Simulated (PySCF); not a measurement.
Stepwise substitution at one centre (B Br-SH). Gas-phase values, no solvent. One relaxed conformer stands for each flexible species; it need not be the lowest. Strings in code marks are SMILES.

The S1 excitation (TDA) from two functionals at the same geometries (r2SCAN-D4/def2-TZVP), both in PySCF: PBE-D3(BJ)/def2-TZVP and r2SCAN-D4/def2-TZVP. Excitations are Tamm–Dancoff values on a coarser integration grid. The basis has no diffuse functions, so Rydberg states are missing or too high.

```tsv
species	r2SCAN-D4/def2-TZVP (eV)
0 of 3 Br replaced by SH (`BrB(Br)Br`)	4.68
1 of 3 Br replaced by SH	5.27
2 of 3 Br replaced by SH (`BrB(S)S` (H–S–B–Br torsion -180°, Br–B–S–H torsion 180°))	5.74
3 of 3 Br replaced by SH (`SB(S)S`)	5.77
```

What does PBE-D3(BJ)/def2-TZVP give for each?


- 0 of 3 Br replaced by SH (`BrB(Br)Br`): 4.16
- 1 of 3 Br replaced by SH: 4.73
- 2 of 3 Br replaced by SH (`BrB(S)S` (H–S–B–Br torsion -180°, Br–B–S–H torsion 180°)): 5.22
- 3 of 3 Br replaced by SH (`SB(S)S`): 5.20
Over these rows, drawn at random from the members with no instability flagged (it was tested for open shells, ions and some series alone), PBE minus r2SCAN-D4: mean -0.54 eV, from -0.57 eV to -0.52 eV.
